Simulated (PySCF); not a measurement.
Species: MoO(OMe)4, C₄H₁₂MoO₅ (singlet state).
Bonds: Mo1–O2, Mo1–O3, Mo1–O8, Mo1–O13, Mo1–O18, O3–C4, O8–C9, O13–C14, O18–C19. Hydrogens: H5, H6, H7 on C4; H10, H11, H12 on C9; H15, H16, H17 on C14; H20, H21, H22 on C19.

The calculation used PBE0-D3(BJ)/def2-SVP geometry optimisation, gas phase, def2 core potentials past Kr (PySCF).

Question: List the bond lengths, angles and torsions at this level.

Answer: 
| bond | length (pm) |
| --- | --- |
| Mo1–O2 | 166.8 |
| Mo1–O3 and 3 like bonds | 188.7 |
| O3–C4 and 3 like bonds | 139.3 |
| C4–H5 and 11 like bonds | 110.4 |

Bonds in one row agree within 1 pm and their mean is given. A selection of angles:
| angle | degrees |
| --- | --- |
| O2–Mo1–O3 | 105.6 |
| O3–Mo1–O8 | 85.5 |
| O3–Mo1–O13 | 149.0 |
| Mo1–O3–C4 | 130.1 |
| Mo1–O8–C9 | 131.1 |

Torsions: O2–Mo1–O3–C4 61° (synclinal); O2–Mo1–O8–C9 64° (synclinal); O2–Mo1–O13–C14 64° (synclinal); O2–Mo1–O18–C19 60° (synclinal).

Of the pairs four or more bonds apart, O3···H12 is among the closest relative to their van der Waals radii: 2.42 Å, 89 % of the sum of Bondi's values. Mo1 (molybdenum bonded to 5 O) is square pyramidal (τ5 = (β − α)/60° = 0.01 from the two widest angles, 149.0° and 148.6° (0 for a square pyramid, 1 for a trigonal bipyramid)). All 4 C–O bonds measure 1.393 to 1.394 Å. The 5 Mo–O bonds span 1.668 Å (Mo1–O2) to 1.888 Å (Mo1–O8), a spread of 0.220 Å. O3 (oxygen bonded to C and Mo) is bent (angle 130.1°).

Stationary, but not proved a minimum.
